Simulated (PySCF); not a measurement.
From computed data to an observable: oscillator strength and radiative lifetime

C2H4BBr, SMILES B(C=C)Br.

Geometry optimised at B3LYP-D3(BJ)/def2-SVP. The structure was generated by enumeration, and PubChem lists no compound with its InChIKey, so it may never have been made. Other conformers were not sampled.

TDDFT-PBE/def2-SVPD (PySCF) puts the first singlet state with f over 0.02 at 4.65 eV (vertical), with the transition dipole (0.140, -1.050, 0.000) in atomic units.

### Question
Find the oscillator strength, the wavelength and the radiative lifetime that this transition would have in vacuum if emission retraced absorption.

### Answer

|μ|² = 1.1221 au, so |μ| = 2.69 D. ΔE = 4.65/27.211 = 0.1709 hartree. f = (2/3) ΔE |μ|² = 0.128 (the program prints 0.128).
λ = 1239.84/4.65 = 267 nm; ν = 37505 cm⁻¹.
Einstein's coefficient A = 0.6670 ν² f s⁻¹ (ν in cm⁻¹) = 1.2e8 s⁻¹, so τ = 1/A = 8.3 ns. This state is S2; the lower singlet has f = 0.000. The figure is the radiative limit of this one transition; relaxation, internal conversion, crossing to triplets and a medium change what is measured.
